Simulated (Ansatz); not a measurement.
System: SnO₂H₃, charge 0, doublet. SnO2H3 (SMILES [OH][SnH][OH], doublet).
B3LYP-D3(BJ)/def2-TZVP minimum from Ansatz (a first-principles code):
```
Sn
O 1 1.9815
H 2 0.9648 1 112.38
O 1 1.9978 2 99.46 3 30.93
H 4 0.9634 1 115.28 2 -172.47
H 1 1.7616 2 103.37 3 144.31
```
Charge 0, spin multiplicity 2.

Total energies in def2-SVP, 19 correlated electrons, 11 frozen orbitals. Open shells are spin-unrestricted; no spin-orbit coupling. Correlated methods leave the cores frozen (noble-gas shells, and filled d and f shells in the p block). Past Kr the def2 sets carry scalar-relativistic core potentials. Spin-orbit terms, left out, reach several kcal/mol for Br and I, and more for heavier atoms.

```json
[
 {"method": "HF", "program": "Ansatz", "energy (Eh)": "-364.68089", "minus CCSDT(Q) (mEh)": "488.12"},
 {"method": "MP2", "program": "Ansatz", "energy (Eh)": "-365.13725", "minus CCSDT(Q) (mEh)": "31.76"},
 {"method": "CCSD", "program": "Ansatz", "energy (Eh)": "-365.15552", "minus CCSDT(Q) (mEh)": "13.49"},
 {"method": "CCSD(T)", "program": "Ansatz", "energy (Eh)": "-365.16645", "minus CCSDT(Q) (mEh)": "2.56"},
 {"method": "CCSDT(Q)", "program": "Ansatz", "energy (Eh)": "-365.16901", "minus CCSDT(Q) (mEh)": "0.00"}
]
```

Rough core times of Ansatz's runs on a shared machine: CCSD(T) under 20 s, CCSDT(Q) 20 min.
